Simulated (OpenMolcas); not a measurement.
**Which level was it?**

C2H5BO has 9 atoms, charge 0, and is taken as a singlet. As SMILES, `B1CCO1`. The coordinates come from a PBE0-D4/def2-TZVP relaxation.

```xyz
9

B    -0.4026    0.3017   -1.0820
C     0.5060    0.6170    0.1710
C    -0.0986   -0.7196    0.6177
O    -0.8848   -0.8785   -0.5962
H    -0.6970    0.7728   -2.1395
H     0.2363    1.4790    0.7822
H     1.5862    0.6141    0.0210
H    -0.7576   -0.6813    1.4872
H     0.6006   -1.5515    0.7215
```

A calculation with OpenMolcas 26.06 gave:

| Property | Result |
| --- | --- |
| total energy | -177.2069 Eh |
| dipole moment | 2.26 D |
| HOMO energy | -11.76 eV |
| LUMO energy | 4.13 eV |
| HOMO–LUMO gap | 15.89 eV |
| largest force | 2.722 eV/Å |

Which of these levels gave the numbers?
A. TPSS/def2-SVP
B. HF/3-21G
C. SVWN5/def2-SVP
D. BLYP/def2-SVP

B. The others give -179.2056 Eh (TPSS/def2-SVP), -177.6079 Eh (SVWN5/def2-SVP), -179.0904 Eh (BLYP/def2-SVP).
